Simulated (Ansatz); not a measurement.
Ansatz (an electronic-structure program) input (HF/cc-pVQZ):

Ansatz 0.2 input:
```yaml
crystal:
  periodic: [false, false, false]
  atoms:
    - {symbol: C, position_ang: [-2.15895584, -0.87514283, -0.71177844]}
    - {symbol: C, position_ang: [-1.25781204, 0.27849066, -0.24842737]}
    - {symbol: C, position_ang: [-1.99097586, 1.18675776, 0.74914281]}
    - {symbol: C, position_ang: [0.01220094, -0.21762245, 0.30574294]}
    - {symbol: C, position_ang: [1.30688863, -0.18022635, 0.10409712]}
    - {symbol: C, position_ang: [2.28289839, -0.89698770, 1.00348889]}
    - {symbol: C, position_ang: [1.93096106, 0.58398477, -1.04624485]}
    - {symbol: H, position_ang: [-1.65092552, -1.49724016, -1.44922976]}
    - {symbol: H, position_ang: [-3.07690541, -0.48769625, -1.15854329]}
    - {symbol: H, position_ang: [-2.43192056, -1.50873890, 0.13427664]}
    - {symbol: H, position_ang: [-1.01337472, 0.88675037, -1.13501289]}
    - {symbol: H, position_ang: [-2.90850592, 1.57935373, 0.30602647]}
    - {symbol: H, position_ang: [-1.36379643, 2.02717785, 1.04793097]}
    - {symbol: H, position_ang: [-2.25785172, 0.62790055, 1.64815272]}
    - {symbol: H, position_ang: [2.87291654, -1.62068094, 0.43251856]}
    - {symbol: H, position_ang: [1.77067507, -1.42416104, 1.80642217]}
    - {symbol: H, position_ang: [2.98957725, -0.18870799, 1.44711632]}
    - {symbol: H, position_ang: [2.62514828, 1.34045880, -0.66842636]}
    - {symbol: H, position_ang: [1.18530320, 1.08230264, -1.66381840]}
    - {symbol: H, position_ang: [2.50842829, -0.09224188, -1.68353974]}
basis:
  gaussian:
    orbitals: cc-pVQZ
hamiltonian:
  xc: hf
magnetization: {spin_polarized: true, initial_magnetization: 1}
```

End of the output:

```
integrals: 1.87 GiB planned
2457 factors; their error is unknown
9.12 GiB of device memory are held for the factors and their scratch space
mean field: 11.87 GiB planned
mean field evaluation 1: about -7413.8054 eV, gradient 3.2e1 eV
mean field evaluation 2: about -7419.2346 eV, gradient 1.2e1 eV
mean field evaluation 4: about -7420.1599 eV, gradient 1.1e0 eV
mean field evaluation 8: about -7420.2229 eV, gradient 4.3e-1 eV
mean field evaluation 16: about -7420.2480 eV, gradient 2.6e-5 eV
mean field -7420.24803265 eV, -272.6890855750 hartree, gradient 2.6e-5 eV, S^2 0.900731; 0 other end points of the search recorded, 0 dependent functions left out
reference -7420.24803265 eV, -272.6890855750 hartree; 28, 27 occupied and 747, 748 virtual orbitals, 2457 factors
Total energy: -7420.24803265 eV, -272.6890855750 hartree
```

It need not be the lowest isomer of its formula.

The determinant is spin-contaminated: <S^2> is 0.90 against 0.75 for a pure state.
